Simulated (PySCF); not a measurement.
Geometry:
```json
{"atom": "B1", "x (Å)": "-0.109", "y (Å)": "-0.391", "z (Å)": "0.040"}
{"atom": "C2", "x (Å)": "1.457", "y (Å)": "-0.356", "z (Å)": "-0.122"}
{"atom": "H3", "x (Å)": "1.764", "y (Å)": "0.284", "z (Å)": "-0.965"}
{"atom": "H4", "x (Å)": "1.896", "y (Å)": "-1.356", "z (Å)": "-0.253"}
{"atom": "H5", "x (Å)": "1.908", "y (Å)": "0.098", "z (Å)": "0.778"}
{"atom": "C6", "x (Å)": "-0.973", "y (Å)": "0.933", "z (Å)": "0.023"}
{"atom": "H7", "x (Å)": "-2.042", "y (Å)": "0.790", "z (Å)": "0.250"}
{"atom": "H8", "x (Å)": "-0.903", "y (Å)": "1.408", "z (Å)": "-0.971"}
{"atom": "H9", "x (Å)": "-0.570", "y (Å)": "1.672", "z (Å)": "0.736"}
{"atom": "O10", "x (Å)": "-0.688", "y (Å)": "-1.612", "z (Å)": "0.201"}
{"atom": "H11", "x (Å)": "-1.643", "y (Å)": "-1.555", "z (Å)": "0.312"}
```

Geometry: PBE0-D3(BJ)/def2-SVP; GIAO absolute shieldings from PySCF 2.14.0 with density-fitted response routines, gas phase, non-relativistic, averaged over equivalent atoms.

At B3LYP/pcSseg-1 (103 basis functions, 4.1 s wall time on 1 thread of an Arm Neoverse V2, shared host):
| atoms | σ (ppm) |
| --- | --- |
| B1 | 43.6 |
| C2/C6 | 172.5 |
| H11 | 26.40 |
| H3/H4/H5/H7/H8/H9 | 31.04 |
| O10 | 134.1 |

Q: What do these become at PBE0/pcSseg-1?

A: 
```json
{"atoms": "B1", "σ at PBE0/pcSseg-1": "47.3", "change": "+3.7"}
{"atoms": "C2/C6", "σ at PBE0/pcSseg-1": "177.2", "change": "+4.7"}
{"atoms": "H11", "σ at PBE0/pcSseg-1": "26.24", "change": "-0.16"}
{"atoms": "H3/H4/H5/H7/H8/H9", "σ at PBE0/pcSseg-1": "30.91", "change": "-0.13"}
{"atoms": "O10", "σ at PBE0/pcSseg-1": "136.5", "change": "+2.4"}
```

The largest change is at C2/C6 (carbon bonded to B, 3 H). Cost: 103 basis functions, 7 s wall time on 1 thread of an Arm Neoverse V2, shared host.

A carbon bonded to boron is broadened by the quadrupolar boron nucleus and is often missing from a measured spectrum.
